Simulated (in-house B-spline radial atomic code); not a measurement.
The numbers below are computed, except where a source is named.
**neutral gold at several levels of theory**

Ground configuration [Xe] 4f14 5d10 6s1. All numbers come from a B-spline radial code for spherical atoms, all electrons, at the radial basis limit. Mean-field, RPA, GW and linear-response runs are scalar-relativistic (one-electron X2C), no spin-orbit coupling, without Breit or QED terms, open shells spin-polarised at highest spin; the many-body runs on Dirac-Hartree-Fock orbitals are four-component, and their energies hold both.

Without the two-electron picture change, the correlation of inner shells comes somewhat too large for so heavy an element.

RPA overbinds a lone outer s electron by self-correlation, and G0W0 tends to as well.

**Ionisation energy.** The reference is 9.226 eV (NIST, measured).

```csv
method,value (eV),minus reference (eV)
minus the highest LDA VWN5 level,6.32,-2.90
"LDA VWN5, difference of total energies",9.89,+0.67
minus the highest PBE level,6.07,-3.16
"PBE, difference of total energies",9.57,+0.34
G0W0 on PBE,10.09,+0.87
exact exchange + RPA on PBE,9.66,+0.43
exact exchange + RPA + SOSEX on PBE,8.88,-0.35
minus the highest r2SCAN level,6.36,-2.86
"r2SCAN, difference of total energies",9.54,+0.31
minus the highest PBE0 level,6.72,-2.51
"PBE0, difference of total energies",9.23,0.00
G0W0 on PBE0,9.50,+0.27
minus the highest B3LYP (VWN-RPA) level,6.66,-2.56
"B3LYP (VWN-RPA), difference of total energies",9.46,+0.24
minus the highest CAM-B3LYP level,7.89,-1.34
minus the highest LC-wPBE level,8.84,-0.38
minus the highest Hartree-Fock level,7.95,-1.28
"Hartree-Fock, difference of total energies",7.68,-1.55
G0W0 on Hartree-Fock,9.23,0.00
"MP2, difference of total energies",9.54,+0.31
Brueckner orbital with screened correlation (6s1/2),9.01,-0.22
```

Q: Which methods come closest, and which lies farthest off?

A: Closest: PBE0, difference of total energies (0.00 eV) and G0W0 on Hartree-Fock (0.00 eV). Farthest: minus the highest PBE level (-3.16 eV). The PBE level misses by -3.2 eV while the PBE energy difference misses by +0.34 eV: the semilocal potential lacks the −1/r tail and the energy is convex in the electron number, but total energies at whole numbers are far better.

Run times on one thread of shared hosts: mean field, RPA, SOSEX and G0W0 on PBE, for the atom and its ion, 26 s (Arm Neoverse N1); Brueckner orbitals with all properties, 470 s (Intel Xeon Platinum 8375C CPU @ 2.90GHz).
